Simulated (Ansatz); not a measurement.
Job for Ansatz (a first-principles code): R-revPBE/def2-TZVPPD on GeH4 (SMILES [GeH4]). Files ending in .json are basis or fitting sets from the Basis Set Exchange.

Ansatz 0.2 input:
```yaml
crystal:
  periodic: [false, false, false]
  atoms:
    - {symbol: Ge, position_ang: [-0.10624298, -0.02775185, 4.09629202]}
    - {symbol: H, position_ang: [0.30290486, -1.43114426, 3.62678277]}
    - {symbol: H, position_ang: [-1.44802948, 0.35202098, 3.45346545]}
    - {symbol: H, position_ang: [0.96587978, 0.98481543, 3.66860714]}
    - {symbol: H, position_ang: [-0.24621391, -0.01563516, 5.62574801]}
basis:
  gaussian:
    orbitals: def2-TZVPPD.json
hamiltonian:
  xc: {name: revPBE}
scf: {lower_state_search: off}
```

The log:

```
WARN ansatz: RAYON_NUM_THREADS=1 ignored (pool sized by the plan → 1); use --threads N
Functional definition: revPBE
these checks for a lower state are left out or cut short: stability, starts, cluster_reference, orbital_swaps, neighbouring_geometries, increment
integrals: 0.03 GiB planned
609 factors; their error is unknown
mean field: 0.30 GiB planned
mean field evaluation 1: about -56577.8338 eV, gradient 2.5e1 eV
mean field evaluation 2: about -56578.1832 eV, gradient 2.7e1 eV
mean field evaluation 4: about -56578.6578 eV, gradient 5.2e-1 eV
mean field evaluation 8: about -56578.6544 eV, gradient 1.2e-3 eV
mean field -56578.65436399 eV, -2079.2271974874 hartree, gradient 4.3e-6 eV, S^2 0.000000; 0 other end points of the search recorded, 0 dependent functions left out
reference -56578.65440193 eV, -2079.2271988816 hartree; 18, 18 occupied and 104, 104 virtual orbitals, 609 factors
Total energy: -56578.65440193 eV, -2079.2271988816 hartree
Checks for a lower state left out: stability, starts, cluster_reference, orbital_swaps, neighbouring_geometries, increment
```

The calculation finished and met its thresholds.

Cost: very roughly 0.5 core-seconds.
